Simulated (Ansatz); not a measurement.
`FC1=C(F)C(F)C1`, relaxed with RKS PBE-D4/def2-SVP in the Gaussian-basis code of Ansatz from a rough embedded geometry. The force threshold is 0.03 eV/Å; the program also tests the step.

Total charge 0; spin multiplicity 1.

Start:

```xyz
10

F     1.297    2.125    0.412
C     0.570    0.941    0.272
C     0.189   -0.050    1.141
F     0.450   -0.268    2.383
C    -0.435   -0.881    0.035
F    -1.782   -1.151    0.105
C    -0.054    0.276   -0.948
H     0.124   -1.822   -0.242
H    -0.953    0.821   -1.397
H     0.593    0.010   -1.762
```

Question: By how much does the energy fall, and how many steps does the optimiser take? (Estimate.)

Answer: Computed: 22.46 kJ/mol, in 4 steps.

Question: Which bonds change most? (Best estimate.)

Answer: The calculation gave: F1–C2 from 1.397 to 1.326 Å; C3–F4 from 1.288 to 1.327 Å; C7–H10 from 1.074 to 1.110 Å; C7–H9 from 1.142 to 1.109 Å.

Question: Give the relaxed structure. (An estimate is asked.)

Answer: The calculation gave: 
```xyz
10

F     1.284    2.056    0.368
C     0.567    0.946    0.261
C     0.208   -0.041    1.113
F     0.386   -0.287    2.405
C    -0.409   -0.871    0.021
F    -1.758   -1.144    0.139
C    -0.056    0.310   -0.955
H     0.117   -1.823   -0.215
H    -0.970    0.800   -1.347
H     0.631    0.055   -1.789
```
